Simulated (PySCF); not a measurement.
## `CC(C)S[Si]1(S)CC1`: 4 charge schemes on one density

C₅H₁₂S₂Si.
Structure used (GFN2-xTB), in Å, numbered top down from 1:
```
atom  x, y, z in Å
C1    -1.8428    0.0584    0.9411
C2    -1.5913    0.3228   -0.5315
C3    -2.8295    0.0849   -1.3774
S4    -0.2589   -0.7966   -1.1584
Si5    1.4255    0.0548   -0.1747
S6     1.3359    2.2116   -0.1589
C7     2.3598   -0.8182    1.2076
C8     3.0841   -0.8156   -0.1584
H9    -0.9433    0.2414    1.5276
H10   -2.1501   -0.9746    1.0909
H11   -2.6319    0.7147    1.3040
H12   -1.2257    1.3414   -0.6818
H13   -2.6169    0.2693   -2.4275
H14   -3.1659   -0.9439   -1.2690
H15   -3.6278    0.7526   -1.0596
H16    2.5940    2.3805    0.2077
H17    2.8458   -0.2574    1.9935
H18    2.0407   -1.7890    1.5572
H19    3.1915   -1.7782   -0.6326
H20    4.0017   -0.2480   -0.2028
```

Density: PBE0/pcSseg-1 (PySCF); schemes: Mulliken, IAO, Hirshfeld and ESP-fitted. One conformer (not necessarily the lowest) at the GFN2-xTB geometry, without solvent, vibrations or thermal averaging.

For which atoms does the sign change between the 4 schemes (beyond +0.03 e in one, beyond −0.03 e in another)?

C2.

Do the Mulliken, IAO, Hirshfeld and ESP-fitted schemes agree on where the charge is lowest?

The schemes don't all agree: Mulliken C2 (-0.517); IAO C7 (-0.555); Hirshfeld C7 (-0.180); ESP-fitted C3 (-0.603).

What partial charge does each atom carry?

In e:

```
atom                  environment  Mulliken     IAO  Hirshfeld  ESP-fitted
  C1                methyl carbon    -0.199  -0.417     -0.125      -0.313
  C2   sp3 carbon bound to sulfur    -0.517  -0.147     -0.011      +0.101
  C3                methyl carbon    -0.197  -0.418     -0.119      -0.603
  S4    sulfur bonded to C and Si    -0.198  -0.164     -0.066      -0.171
 Si5      four-coordinate silicon    +0.688  +0.771     +0.288      +0.155
  S6    sulfur bonded to Si and H    -0.368  -0.305     -0.125      -0.434
  C7  sp3 carbon bound to silicon    -0.462  -0.555     -0.180      -0.202
  C8  sp3 carbon bound to silicon    -0.468  -0.532     -0.173      -0.427
  H9              methyl hydrogen    +0.147  +0.146     +0.034      +0.064
 H10              methyl hydrogen    +0.121  +0.146     +0.039      +0.114
 H11              methyl hydrogen    +0.118  +0.143     +0.045      +0.113
 H12             methine hydrogen    +0.189  +0.143     +0.029      +0.210
 H13              methyl hydrogen    +0.133  +0.153     +0.042      +0.158
 H14              methyl hydrogen    +0.121  +0.145     +0.042      +0.205
 H15              methyl hydrogen    +0.126  +0.148     +0.049      +0.175
 H16                 S–H hydrogen    +0.167  +0.114     +0.064      +0.307
 H17           methylene hydrogen    +0.145  +0.153     +0.038      +0.097
 H18           methylene hydrogen    +0.151  +0.158     +0.041      +0.108
 H19           methylene hydrogen    +0.154  +0.161     +0.044      +0.197
 H20           methylene hydrogen    +0.149  +0.155     +0.042      +0.146
```

Mean size of the charges over all atoms: IAO 0.254 e, Mulliken 0.241 e, ESP-fitted 0.215 e, Hirshfeld 0.080 e. Each set sums to the total charge, 0, to within 0.001 e. The ESP scheme is a least-squares fit of atom-centred charges to the potential on four shells outside the van der Waals surface, with the total charge fixed. The IAO scheme projects the occupied orbitals on a minimal set of polarised atomic orbitals and counts the electrons in each atom's part of it.

How closely do the schemes follow one another over all atoms?

Correlation coefficient and root-mean-square difference: IAO with Hirshfeld 0.99, 0.209 e; Mulliken with IAO 0.93, 0.115 e; Mulliken with Hirshfeld 0.91, 0.200 e; IAO with ESP-fitted 0.80, 0.187 e; Hirshfeld with ESP-fitted 0.78, 0.183 e; Mulliken with ESP-fitted 0.68, 0.219 e.

Sum the charges by element, for elements with more than one atom.

```json
{"element": "C", "atoms": "5", "Mulliken": "-1.843", "IAO": "-2.069", "Hirshfeld": "-0.608", "ESP-fitted": "-1.445"}
{"element": "S", "atoms": "2", "Mulliken": "-0.566", "IAO": "-0.469", "Hirshfeld": "-0.191", "ESP-fitted": "-0.605"}
{"element": "H", "atoms": "12", "Mulliken": "+1.721", "IAO": "+1.767", "Hirshfeld": "+0.510", "ESP-fitted": "+1.895"}
```
